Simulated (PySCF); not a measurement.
# `InChI=1S/C8H6Se/c1-4-6-7-8(5-2)9-3/h1-2,6H,3H3`

Geometry:
```
atom   x (Å)   y (Å)   z (Å)
  C1   2.855  -1.265   0.597
  C2   2.124  -0.726  -0.208
  C3   1.280  -0.112  -1.177
  C4   0.205   0.591  -0.879
  C5  -0.887   1.256  -0.573
  C6  -0.914   2.662  -0.358
  C7  -0.987   3.857  -0.168
 Se8  -2.598   0.394  -0.374
  C9  -2.003  -1.430  -0.621
 H10   3.499  -1.736   1.316
 H11   1.557  -0.241  -2.234
 H12  -1.038   4.918   0.000
 H13  -1.236  -1.684   0.123
 H14  -2.888  -2.063  -0.473
 H15  -1.610  -1.576  -1.636
```

Method used: PySCF 2.14.0, quadratic response CAM-B3LYP/aug-cc-pVDZ first hyperpolarisability, Taylor convention, gas phase. Geometry: PBE0-D3(BJ)/def2-SVP.

The calculation is non-relativistic, which matters for the atoms heavier than Zn.

(1) Give the tensor of the second harmonic β(−2ω;ω,ω) at 1907 nm in the axes of these coordinates.

Answers

(1) In au, Taylor convention; rows are the first index (the induced dipole):
```csv
,xx,yy,zz,xy,xz,yz
x,+19.5,+36.6,+76.3,-111.7,+41.1,-3.4
y,-105.1,-25.1,-33.5,+34.5,-4.4,+0.5
z,+42.2,+0.2,-47.4,-3.9,+75.0,-33.1
```
Norm of βᵢ = ⅓ Σⱼ (βᵢⱼⱼ + βⱼᵢⱼ + βⱼⱼᵢ): 212.4 au, hyper-Rayleigh value 99.7 au.
